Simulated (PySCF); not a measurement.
GeH3O3, SMILES [OH][Ge]([OH])[OH] (connectivity only; charge and spin as stated), charge +1, multiplicity 1. Geometry: PBE-D3(BJ)/def2-SVP. The spin state was assumed, not searched. The isomer is the one that the SMILES or the coordinates give; other isomers of the formula were not compared. Other conformers were not sampled.

These are PBE-D3(BJ)/def2-SVP run with PySCF values and carry that method's errors.

Harmonic wavenumbers (cm⁻¹): 183, 204, 214, 271, 358, 410, 696, 777, 795, 859, 911, 920, 3633, 3639, 3655. Rotational constants (GHz): 6.832, 5.948, 3.180; symmetry number 1.

**Question.** Work out the zero-point energy and the ideal-gas rigid-rotor harmonic-oscillator thermochemistry at 298.15 K and 1 atm.

**Answer.** ZPE = ½ Σ hcν = ½ × 17526 cm⁻¹ = 25.06 kcal/mol. H − E(el) = 29.46 kcal/mol. Entropy in cal/(mol K): translation 40.35, rotation 25.32, vibration 11.22, total 76.90. G − E(el) = 6.53 kcal/mol. Cp = 21.90 cal/(mol K).
